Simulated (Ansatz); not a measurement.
`C=[C](O)[Al]([F])[F]` + `ClCBr` → `[F][Al]([F])[Br]` + `C=C(O)CCl`  (formal exchange of groups at the Al–C bond)

Calculated with Ansatz (gas phase, PBE0-D4/def2-TZVP geometries, no zero-point term in ΔE). CCSD(T)/CBS adds triple-zeta CCSD(T) − MP2 to the extrapolated MP2 energy (def2 sets, frozen cores). Functionals use def2-TZVPP. B3LYP here is the variant with VWN-RPA as its local correlation; programs differ in this. For Br outer-core shells are correlated without core-valence functions, which leaves a few kJ/mol of doubt a bond. Scalar relativity is left out up to krypton. One conformer a species, not always the lowest.

`C=[C](O)[Al]([F])[F]`:

Z-matrix (Å, degrees):
```
C
C 1 1.336
H 1 1.083 2 120.1
H 1 1.087 2 121.9 3 180.0
O 2 1.366 1 119.2 3 -180.0
Al 2 1.929 1 117.7 3 -0.0
H 5 0.960 2 110.3 1 180.0
F 6 1.644 2 117.8 1 -180.0
F 6 1.638 2 122.5 1 0.0
```

`ClCBr`:

Cartesian coordinates in Å:
```
Cl -0.011 0.375 1.662
C 0.095 0.116 -0.071
Br -0.904 -1.420 -0.676
H 1.133 -0.054 -0.336
H -0.313 0.983 -0.579
```

`[F][Al]([F])[Br]`:

```xyz
4

F     0.352    1.670   -0.024
Al   -0.096    0.101   -0.005
F    -1.685   -0.265   -0.054
Br    1.428   -1.505    0.083
```

`C=C(O)CCl`:

Z-matrix (Å, degrees):
```
C
Cl 1 1.789
C 1 1.486 2 111.8
H 1 1.090 2 106.4 3 120.7
H 1 1.086 2 107.4 3 -121.5
O 3 1.352 1 111.7 2 68.6
C 3 1.331 1 123.0 2 -112.8
H 6 0.962 3 109.4 1 -177.1
H 7 1.080 3 120.4 1 2.3
H 7 1.084 3 121.9 1 -178.1
```

```tsv
level	ΔE (kJ/mol)	difference from CCSD(T)/CBS
PBE-D4	-178.0	17.3
r2SCAN-D4	-194.5	0.8
PBE0-D4	-191.9	3.4
B3LYP-D4	-186.0	9.3
ωB97M-V	-191.5	3.8
B2PLYP	-190.3	5.0
PBE0	-191.0	4.3
MP2/def2-TZVPP	-198.6	-3.3
CCSD(T)/def2-TZVPP	-193.4	1.9
MP2/CBS(def2)	-200.5	-5.2
CCSD(T)/CBS	-195.3	0
```

Largest T1 diagnostic among the species: 0.014.

From PBE to PBE0 (25 % exact exchange), in def2-TZVPP and without D4, ΔE moves by −14.0 kJ/mol. In def2-TZVPP, CCSD(T) changes the Hartree–Fock value by +21.1 kJ/mol (the triples alone add +3.7 kJ/mol) and MP2 by +16.0 kJ/mol.
